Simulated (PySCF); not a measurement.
Compound: C₄H₁₃FN₂Si₂.
Atom-mapped SMILES: `[CH3:1][Si:2]1([C@@H:3]([F:4])[SiH3:5])[NH:6][CH2:7][CH2:8][NH:9]1` (hydrogens: H10, H11, H12 on C1; H13 on C3; H14, H15, H16 on Si5; H17 on N6; H18, H19 on C7; H20, H21 on C8; H22 on N9)

Structure used (GFN2-xTB), in Å, numbered top down from 1:
```xyz
22
C4H13FN2Si2 angstrom
C      0.1021    2.6129    0.4250
Si     0.0929    0.7424    0.0844
C      1.8936    0.0704    0.1932
F      2.4731    0.5470    1.3809
Si     2.1114   -1.8301    0.1388
N     -0.9325   -0.2825    1.0202
C     -2.1127   -0.6497    0.2669
C     -1.6728   -0.7101   -1.1928
N     -0.7554    0.3930   -1.3777
H     -0.9015    3.0200    0.4993
H      0.6222    3.1544   -0.3585
H      0.6186    2.8174    1.3570
H      2.4894    0.5370   -0.5989
H      3.5387   -2.1378    0.2623
H      1.6211   -2.2782   -1.1692
H      1.3670   -2.4501    1.2311
H     -1.1043   -0.1523    2.0031
H     -2.9120    0.0953    0.3778
H     -2.4921   -1.6193    0.6022
H     -2.5301   -0.6090   -1.8651
H     -1.1867   -1.6757   -1.3884
H     -0.3406    0.4244   -2.2932
```

Computed at PBE0/pcSseg-1 (PySCF, non-relativistic), with Q(14N) = 0.02044 b: N6, 14N (I = 1): χzz = -4.933 MHz, η = 0.415; N9, 14N (I = 1): χzz = -4.921 MHz, η = 0.414.

Question: Find the zero-field quadrupole resonance frequencies of 14N at N6.

Answer: From ν± = (3/4)|χ|(1 ± η/3) and ν0 = |χ|η/2: ν+ 4.211 MHz, ν− 3.188 MHz, ν0 1.023 MHz (silicon-bound nitrogen).

Question: Find the zero-field quadrupole resonance frequencies of 14N at N9.

Answer: From ν± = (3/4)|χ|(1 ± η/3) and ν0 = |χ|η/2: ν+ 4.200 MHz, ν− 3.182 MHz, ν0 1.018 MHz (silicon-bound nitrogen).

In a crystal, neighbours and librations shift these lines. Geometry: GFN2-xTB, one conformer, isolated molecule. GFN2-xTB bond lengths can be off by several hundredths of an ångström, more for odd bonds, and the gradients follow them. The small basis limits the accuracy of the gradients.
